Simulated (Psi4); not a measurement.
Br3Ga, singlet, geometry from GFN2-xTB (such geometries of metal compounds can be far from the true shape); B3LYP/cc-pVQZ (Psi4 1.11).

Here is a job for Psi4.
```
memory 2 GB

molecule mol {
0 1
  Ga    0.000000   -0.000000    0.000000
  Br    2.170325   -0.332258   -0.664246
  Br   -0.774229   -0.982708    1.922702
  Br   -1.396096    1.314966   -1.258456
}

set basis cc-pvqz
set reference rks

energy('b3lyp')
print_variables()
```

The log (banner, timings and long lists left out):

```
   => Loading Basis Set <=

    Name: CC-PVQZ
    Role: ORBITAL
    Keyword: BASIS

         ---------------------------------------------------------
                                   SCF
               by Justin Turney, Rob Parrish, Andy Simmonett
                          and Daniel G. A. Smith
                              RKS Reference
         ---------------------------------------------------------

  ==> Geometry <==

    Molecular point group: cs
    Full point group: Cs

    Geometry (in Angstrom), charge = 0, multiplicity = 1:

       Center              X                  Y                   Z               Mass
    ------------   -----------------  -----------------  -----------------  -----------------
         GA          -0.000000000000     0.000000000000     0.000000000000    68.925573500000
         BR           0.374387241995    -2.263131221502     0.000000000000    78.918337600000
         BR          -2.147122931928     0.807336146656     0.000000000000    78.918337600000
         BR           1.772735689933     1.455795074845     0.000000000000    78.918337600000

  Running in cs symmetry.

  Rotational constants: A =      0.02706  B =      0.02706  C =      0.01353 [cm^-1]
  Rotational constants: A =    811.34045  B =    811.33993  C =    405.67010 [MHz]
  Nuclear repulsion = 1240.364860032867682

  Charge       = 0
  Multiplicity = 1
  Electrons    = 136
  Nalpha       = 68
  Nbeta        = 68

  ==> Algorithm <==

  SCF Algorithm Type is DF.
  DIIS enabled.
  MOM disabled.
  Fractional occupation disabled.
  Guess Type is SAD.
  Energy threshold   = 1.00e-06
  Density threshold  = 1.00e-06
  Integral threshold = 1.00e-12

  ==> Primary Basis <==

  Basis Set: CC-PVQZ
    Blend: CC-PVQZ
    Number of shells: 80
    Number of basis functions: 272
    Number of Cartesian functions: 336
    Spherical Harmonics?: true
    Max angular momentum: 4

  ==> DFT Potential <==

   => LibXC <=

    Version 7.1.2
    S. Lehtola, C. Steigemann, M. J. T. Oliveira, and M. A. L. Marques,  SoftwareX 7, 1–5 (2018) (10.1016/j.softx.2017.11.002)

   => Composite Functional: B3LYP <=

    B3LYP Hyb-GGA Exchange-Correlation Functional

    P. J. Stephens, F. J. Devlin, C. F. Chabalowski, and M. J. Frisch,  J. Phys. Chem. 98, 11623 (1994) (10.1021/j100096a001)

    Deriv               =              1
    GGA                 =           TRUE
    Meta                =          FALSE

    Exchange Hybrid     =           TRUE
[...]
   @DF-RKS iter   4: -9647.64462598057253   -8.36897e-01   3.45937e-03 ADIIS/DIIS
   @DF-RKS iter   5: -9647.76939958806179   -1.24774e-01   1.46385e-03 ADIIS/DIIS
   @DF-RKS iter   6: -9647.81434652525968   -4.49469e-02   1.75268e-04 ADIIS/DIIS
   @DF-RKS iter   7: -9647.81490755864434   -5.61033e-04   3.82772e-05 DIIS
   @DF-RKS iter   8: -9647.81493369032796   -2.61317e-05   5.90963e-06 DIIS
   @DF-RKS iter   9: -9647.81493451040114   -8.20073e-07   4.33264e-07 DIIS
  Energy and wave function converged.

  ==> Post-Iterations <==

   Electrons on quadrature grid:
      Ntotal   =  136.0000005422 ; deviation = 5.422e-07

    Orbital Energies [Eh]
    ---------------------

    Doubly Occupied:

[...]
    Virtual:

[...]
    Final Occupation by Irrep:
             Ap   App
    DOCC [    49,   19 ]
    NA   [    49,   19 ]
    NB   [    49,   19 ]

  @DF-RKS Final Energy: -9647.81493451040114

   => Energetics <=

    Nuclear Repulsion Energy =           1240.3648600328676821
    One-Electron Energy =              -15906.7405581777584302
    Two-Electron Energy =                5299.3353389320063798
    DFT Exchange-Correlation Energy =    -280.7745752975155256
    Empirical Dispersion Energy =           0.0000000000000000
    VV10 Nonlocal Energy =                  0.0000000000000000
    Total Energy =                      -9647.8149345104011445

Computation Completed

Properties will be evaluated at   0.000000,   0.000000,   0.000000 [a0]

Properties computed using the SCF density matrix

 Multipole Moments:

 ------------------------------------------------------------------------------------
     Multipole            Electronic (a.u.)      Nuclear  (a.u.)        Total (a.u.)
 ------------------------------------------------------------------------------------

 L = 1.  Multiply by 2.5417464519 to convert [e a0] to [Debye]
 Dipole X            :          0.0000134            0.0000000            0.0000134
 Dipole Y            :          0.0000185            0.0000000            0.0000185
 Dipole Z            :          0.0000000            0.0000000            0.0000000
 Magnitude           :                                                    0.0000228

 ------------------------------------------------------------------------------------

  Variable Map:
  ----------------------------------------------------------------------------
[...]
  Array Variable Map:
  ----------------------------------------------------------------------------
[...]
[...]
```
